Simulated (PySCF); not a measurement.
Two-component Hartree-Fock for Dy⁵⁶⁺ (dysprosium, charge +56)

Start: [Ne]. Calculated with PySCF 2.14 in an uncontracted even-tempered set (17 s from 8.9 bohr⁻², ratio 2.6; 13 p from 12 bohr⁻², ratio 2.6; 6 d from 12 bohr⁻², ratio 2.8; 3 f from 260 bohr⁻², ratio 2.8): generalised Hartree-Fock with the X2C-1e Hamiltonian and a Gaussian nucleus; spin-orbit coupling (SO) screened by Boettger's factors.

```json
{"spinor shell": "1s1/2", "electrons": "2", "ε, screened SO (eV)": "-58564.1", "weight of nominal j (screened SO)": "1.000", "rms radius, screened SO (bohr)": "0.0240"}
{"spinor shell": "2s1/2", "electrons": "2", "ε, screened SO (eV)": "-13331.1", "weight of nominal j (screened SO)": "1.000", "rms radius, screened SO (bohr)": "0.0952"}
{"spinor shell": "2p1/2", "electrons": "2", "ε, screened SO (eV)": "-12930.1", "weight of nominal j (screened SO)": "1.000", "rms radius, screened SO (bohr)": "0.0812"}
```

Q: Where does 2p3/2 lie, and what is the 2p spin-orbit splitting (screened SO)?

A: At -12095.7 eV, 834.48 eV above 2p1/2.

| quantity | screened SO |
| --- | --- |
| E (hartree) | -8602.04841 |
| M_J | 0 |
| ⟨J²⟩ | 0.000 |
| ⟨L²⟩ | 0.020 |
| ⟨S²⟩ | 0.020 |

Breit and QED terms are absent; they matter most for the inner s and p1/2 levels.

Densities and radii are taken from the X2C orbitals without a picture-change correction, which distorts them close to the nucleus.
